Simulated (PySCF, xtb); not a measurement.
H3N2, SMILES [NH]N, multiplicity 2.

Harmonic wavenumbers (cm⁻¹) from GFN2-xTB (xtb) at its own minimum, in rising order: 549, 647, 1038, 1339, 1371, 1469, 3266, 3316, 3426.

Problem. What does PBE0-D3(BJ)/def2-TZVP (PySCF) give at its own minimum? (The exact figures need the calculation; the answer reports its results.)

Solution. 558, 706, 1145, 1284, 1486, 1668, 3452, 3514, 3658. Paired by order, the mean absolute difference is 129 cm⁻¹ and the zero-point energies are 23.5 and 25.0 kcal/mol.
